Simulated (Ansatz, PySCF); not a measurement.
Reaction (SMILES): ClB(Cl)Br → Cl[B]Br + Cl atom (the B-Cl bond at the site shown breaks; other sites are not compared here)
Each molecule is optimised on its own at B3LYP-D3(BJ)/def2-TZVP (Ansatz, a quantum-chemistry and plane-wave program). Frequencies are from Ansatz.

Wanted: bond dissociation energy (0 K, with B3LYP-D3(BJ) harmonic zero-point energies), in kcal/mol. Correlated levels leave the core frozen unless marked. Open shells are spin-unrestricted. Spin-orbit coupling is left out. The frozen core is the preceding noble-gas configuration, with the filled d and f shells of earlier blocks. No relativistic terms. Basis-set limits of correlation are two-point, X^-3; Hartree-Fock from the larger set.

```json
[
 {"level": "HF/6-31G", "program": "Ansatz", "bond dissociation energy (kcal/mol)": "72.3"},
 {"level": "HF/6-31G*", "program": "Ansatz", "bond dissociation energy (kcal/mol)": "85.0"},
 {"level": "SVWN5/def2-TZVPD", "program": "Ansatz", "bond dissociation energy (kcal/mol)": "133.3"},
 {"level": "PBE-D3(BJ)/def2-TZVPD", "program": "Ansatz + dftd3", "bond dissociation energy (kcal/mol)": "117.4"},
 {"level": "revPBE-D4/def2-TZVPD", "program": "Ansatz + dftd4", "bond dissociation energy (kcal/mol)": "114.4"},
 {"level": "r2SCAN-D3(BJ)/def2-TZVPD", "program": "Ansatz + dftd3", "bond dissociation energy (kcal/mol)": "114.4"},
 {"level": "B97M-V/def2-TZVPD", "program": "Ansatz", "bond dissociation energy (kcal/mol)": "118.8"},
 {"level": "TPSSh/def2-TZVPD", "program": "PySCF", "bond dissociation energy (kcal/mol)": "111.6"},
 {"level": "HSE06/def2-TZVPD", "program": "Ansatz", "bond dissociation energy (kcal/mol)": "115.1"},
 {"level": "CAM-B3LYP-D3(BJ)/def2-TZVPD", "program": "Ansatz + dftd3", "bond dissociation energy (kcal/mol)": "113.8"},
 {"level": "LC-wPBE-D4/def2-TZVPD", "program": "Ansatz + dftd4", "bond dissociation energy (kcal/mol)": "115.5"},
 {"level": "SCS-MP2/6-31G*", "program": "Ansatz", "bond dissociation energy (kcal/mol)": "112.4"},
 {"level": "SCS-MP2/def2-SVP", "program": "Ansatz", "bond dissociation energy (kcal/mol)": "114.3"},
 {"level": "CCSD(T)/6-31G*", "program": "Ansatz", "bond dissociation energy (kcal/mol)": "111.1"},
 {"level": "CCSD(T)/CBS(def2-TZVPP,def2-QZVPP)", "program": "Ansatz", "bond dissociation energy (kcal/mol)": "117.6"}
]
```
